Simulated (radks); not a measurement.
Results of a calculation; reference values are marked as such.
Problem. Coherent X-ray form factor from a spherical all-electron density. Code: a radial shooting solver on a logarithmic mesh with Libxc functionals. Model: scalar-relativistic Kohn-Sham, PBE, spin-unpolarised, spherical densities, point nucleus.

| sin(theta)/lambda (1/angstrom) | f0 (electrons) |
|---|---|
| 0.05 | 28.873 |
| 0.1 | 28.500 |
| 0.15 | 27.900 |
| 0.2 | 27.106 |
| 0.25 | 26.154 |
| 0.3 | 25.083 |
| 0.4 | 22.731 |
| 0.5 | 20.295 |
| 0.6 | 17.937 |
| 0.8 | 13.809 |
| 1 | 10.705 |
| 1.25 | 8.199 |
| 1.5 | 6.772 |
| 2 | 5.313 |

The species is in the configuration that NIST lists as its ground one. Which atom or ion scatters so?

Solution. The strontium ion Sr9+, [Ar] 3d10 4s1. Extrapolating in s^2 from the first two rows gives f0(0) = 29.0, near the electron count 29; among species with that count, the fall with angle is slower the higher Z, and the table is that of Z = 38; from so few rows the species is fixed only to a neighbour or two.
